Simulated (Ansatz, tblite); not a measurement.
Removing and adding an electron: SnH3(NHMe) (CH7NSn). Total charge 0; singlet. Geometry: B3LYP-D4/def2-SVP. Ansatz, gas phase; energy differences of separate SCF runs; the oxidised species was run as a doublet alone; the reduced species was run as a doublet alone.

Cartesian coordinates in Å:
```
Sn 1.546 0.184 -0.177
H 2.587 1.006 0.913
H 1.954 -1.478 -0.335
H 1.589 0.938 -1.736
N -0.315 0.222 0.698
C -1.460 -0.360 0.018
H -0.539 1.132 1.097
H -1.818 0.189 -0.879
H -1.224 -1.388 -0.309
H -2.320 -0.445 0.709
```

In the def2 sets Sn takes a core potential; there is no spin–orbit coupling. The xTB rows come from tblite.

```csv
level,−HOMO (eV),vertical IE (eV),−LUMO (eV),vertical EA (eV),HOMO–LUMO gap (eV),IE − EA (eV),remarks
GFN1-xTB,10.30,13.88,5.24,2.13,5.06,11.74,–
GFN2-xTB,9.92,13.45,5.55,2.75,4.38,10.70,–
PBE-D4/def2-TZVPD,5.14,–,0.99,-0.74,4.16,–,HOMO above zero (-1 doublet)
PBE0-D4/def2-TZVPD,6.47,–,0.24,-0.88,6.23,–,HOMO above zero (-1 doublet)
```

Q: Estimate the rows for PBE-D4/def2-TZVP, r2SCAN-D4/def2-TZVP, r2SCAN-D4/def2-TZVPD, PBE0-D4/def2-TZVP.

A: 
```
               level  −HOMO (eV)  vertical IE (eV)  −LUMO (eV)  vertical EA (eV)  HOMO–LUMO gap (eV)  IE − EA (eV)                       remarks
    PBE-D4/def2-TZVP        5.08              8.40        0.90                 –                4.18             –                             –
 r2SCAN-D4/def2-TZVP        5.34              8.34        0.51                 –                4.83             –                             –
r2SCAN-D4/def2-TZVPD        5.38                 –        0.56             -0.91                4.81             –  HOMO above zero (-1 doublet)
   PBE0-D4/def2-TZVP        6.43              8.45        0.12                 –                6.31             –                             –
```

   A HOMO above zero means that the electron is unbound at that level or that self-interaction error raises the level; the energy of removing that electron tells which. Raw xTB energy differences between charge states are shifted by several eV; the methods need an empirical correction for them. A negative affinity means that the extra electron isn't bound; its size then hangs on the basis.
